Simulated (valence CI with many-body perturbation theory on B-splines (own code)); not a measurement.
Sr7+: electric-dipole lines

Level of theory: valence CI with perturbative core correlation (CI+MBPT): three valence electrons over a frozen Dirac-Fock core [Ar] 3d10, radial functions for each j: 11 s, 11 p, 9 d, 7 f, 5 g, 2 h, 1 i, with the one-electron correlation potential Σ1 (screened to all orders), the two-electron term Σ2, the three-electron term Σ3, Breit, model QED; selected single and double excitations, second order for the rest, scaled by the run's own slope (own B-spline code, finite nucleus).

Set against measurement, 9 paired levels are off by 104 cm⁻¹ on average, the worst by 168. These come from a selection out of Sansonetti, J. Phys. Chem. Ref. Data 41, 013102 (2012). Levels without a partner in it may be off by more.

Lines 101 to 150 of 248 in falling wavelength, among levels below 631280 cm⁻¹, chosen from the strongest by gf and those to the six lowest levels. Wavelengths and rates use the calculated energies, so an error of 100 cm⁻¹ moves a line at 442.5 Å by 0.044 % and its rate by three times that or more. Electric multipoles are in the length gauge, E1 and E2 with the static RPA response of the core. Weak lines are less certain than strong ones. Lines between different terms over intervals too small for the method are left out, as are lines whose strength nearly cancels. Where a level lies close to another of its J and parity, the split of strength between their lines is uncertain. The highest levels of a list are the least certain.

Names give the largest LS component (configuration and term), which can be under half, so a name can repeat, a term be missing and a line seem to break the LS rules; names also repeat where a configuration has a term twice. Letters in brackets count levels of one name in rising energy.

```
λ vac (Å)                 Upper             Lower   A (s⁻¹)  S (a.u.) with core polarisation  S without
    451.1      4s.4p.4d 4F°_3/2     4s.4p2 2D_3/2  2.46e+08                         4.45e-02   4.92e-02
    447.4       4s.4p.5p 4D_3/2  4s.4p.4d 4F°_3/2  1.61e+09                         2.84e-01   2.83e-01
    445.4      4s.4p.4d 4F°_5/2     4s.4p2 2D_3/2  2.24e+06                         5.86e-04   5.58e-04
    445.1       4s.4p.5p 2P_3/2  4s.4p.4d 4F°_5/2  2.02e+09                         3.52e-01   3.49e-01
    442.5         4s.4p2 2P_1/2    4s2.4p 2P°_1/2  5.89e+09                         5.04e-01   5.64e-01
    433.5         4s.4p2 2P_3/2    4s2.4p 2P°_1/2  4.37e+09                         7.03e-01   7.85e-01
    422.9           4p3 2P°_3/2     4s.4p2 4P_5/2  1.38e+08                         2.06e-02   2.31e-02
    418.3           4p3 2P°_1/2     4s.4p2 4P_3/2  2.12e+07                         1.53e-03   1.71e-03
    414.6        4s2.4f 2F°_7/2     4s2.4d 2D_5/2  5.30e+10                         1.49e+01   1.60e+01
    413.3        4s2.4f 2F°_5/2     4s2.4d 2D_5/2  4.09e+09                         8.55e-01   9.21e-01
    411.3           4p3 2P°_3/2     4s.4p2 4P_3/2  3.57e+08                         4.91e-02   5.49e-02
    410.4        4s2.4f 2F°_5/2     4s2.4d 2D_3/2  5.05e+10                         1.03e+01   1.11e+01
    409.6      4s.4p.4d 4P°_5/2     4s.4p2 2D_5/2  1.25e+09                         2.54e-01   2.82e-01
    408.5           4p3 2P°_1/2     4s.4p2 4P_1/2  2.28e+07                         1.53e-03   1.71e-03
    406.1      4s.4p.4d 4P°_5/2     4s.4p2 2D_3/2  9.77e+07                         1.94e-02   2.15e-02
    403.6  4s.4p.4d 2P°_3/2 [a]     4s.4p2 2P_3/2  6.40e+09                         8.31e-01   9.14e-01
    402.8      4s.4p.4d 4D°_3/2     4s.4p2 2D_3/2  8.20e+08                         1.06e-01   1.17e-01
    401.9           4p3 2P°_3/2     4s.4p2 4P_1/2  1.17e+08                         1.50e-02   1.68e-02
    399.9         4p2.4d 4D_3/2       4p3 2D°_5/2  4.68e+09                         5.91e-01   6.55e-01
    396.1      4s.4p.4d 4F°_3/2     4s.4p2 4P_5/2  1.53e+07                         1.88e-03   2.06e-03
    394.9        4s2.5p 2P°_1/2     4s.4p2 2P_1/2  4.29e+09                         2.60e-01   2.87e-01
    391.7      4s.4p.4d 4F°_5/2     4s.4p2 4P_5/2  1.91e+08                         3.41e-02   3.72e-02
    390.6      4s.4p.4d 4P°_1/2     4s.4p2 2D_3/2  7.50e+07                         4.41e-03   4.81e-03
    390.1         4p2.4d 2P_3/2       4p3 2D°_5/2  5.72e+09                         6.70e-01   7.42e-01
    389.6      4s.4p.4d 4P°_3/2     4s.4p2 2D_3/2  2.83e+08                         3.31e-02   3.68e-02
    389.3      4s.4p.4d 4D°_5/2     4s.4p2 2D_3/2  3.13e+08                         5.47e-02   6.04e-02
    389.1         4p2.4d 2P_3/2   4p3 4S°_3/2 [b]  2.74e+09                         3.18e-01   3.48e-01
    387.6         4p2.4d 2G_7/2       4p3 2D°_5/2  1.06e+09                         2.44e-01   2.63e-01
    387.2  4s.4p.4d 2D°_3/2 [a]     4s.4p2 2D_5/2  2.51e+09                         2.87e-01   3.16e-01
    386.0  4s.4p.4d 2D°_5/2 [a]     4s.4p2 2D_5/2  2.00e+10                         3.40e+00   3.75e+00
    385.9      4s.4p.4d 4F°_3/2     4s.4p2 4P_3/2  1.18e+08                         1.34e-02   1.46e-02
    385.3      4s.4p.4d 4F°_7/2     4s.4p2 4P_5/2  7.15e+08                         1.61e-01   1.75e-01
    384.1  4s.4p.4d 2D°_3/2 [a]     4s.4p2 2D_3/2  2.26e+10                         2.52e+00   2.78e+00
    382.9  4s.4p.4d 2D°_5/2 [a]     4s.4p2 2D_3/2  4.53e+09                         7.53e-01   8.28e-01
    382.1  4s.4p.4d 2P°_1/2 [a]     4s.4p2 2P_1/2  2.24e+10                         1.23e+00   1.35e+00
    381.8      4s.4p.4d 4F°_5/2     4s.4p2 4P_3/2  3.45e+08                         5.68e-02   6.18e-02
    377.6      4s.4p.4d 4F°_3/2     4s.4p2 4P_1/2  9.03e+07                         9.60e-03   1.05e-02
    376.4         4p2.4d 2P_1/2   4p3 4S°_3/2 [b]  4.54e+09                         2.39e-01   2.65e-01
    374.6  4s.4p.4d 2P°_3/2 [a]     4s.4p2 2S_1/2  2.55e+10                         2.65e+00   2.90e+00
    370.1         4p2.4d 2P_1/2   4p3 4S°_3/2 [a]  7.66e+09                         3.84e-01   4.23e-01
    369.4  4s.4p.4d 2F°_5/2 [a]     4s.4p2 2D_5/2  4.74e+09                         7.08e-01   7.77e-01
    369.0  4s.4p.4d 2P°_1/2 [b]     4s.4p2 2P_3/2  9.17e+09                         4.55e-01   4.99e-01
    366.5  4s.4p.4d 2F°_5/2 [a]     4s.4p2 2D_3/2  1.02e+10                         1.49e+00   1.62e+00
    365.5  4s.4p.4d 2P°_3/2 [b]     4s.4p2 2P_3/2  2.98e+10                         2.87e+00   3.14e+00
    364.4  4s.4p.4d 2D°_5/2 [b]     4s.4p2 2P_3/2  5.52e+10                         7.91e+00   8.65e+00
    362.7        4s2.5p 2P°_3/2     4s.4p2 2S_1/2  9.90e+09                         9.32e-01   1.02e+00
    362.7  4s.4p.4d 2P°_1/2 [b]     4s.4p2 2P_1/2  4.99e+09                         2.35e-01   2.59e-01
    362.0         4p2.4d 2D_5/2       4p3 2D°_5/2  1.85e+10                         2.59e+00   2.83e+00
    362.0  4s.4p.4d 2P°_1/2 [a]     4s.4p2 2S_1/2  9.08e+09                         4.25e-01   4.64e-01
    362.0         4s2.4d 2D_3/2    4s2.4p 2P°_3/2  6.96e+09                         6.52e-01   7.14e-01
```
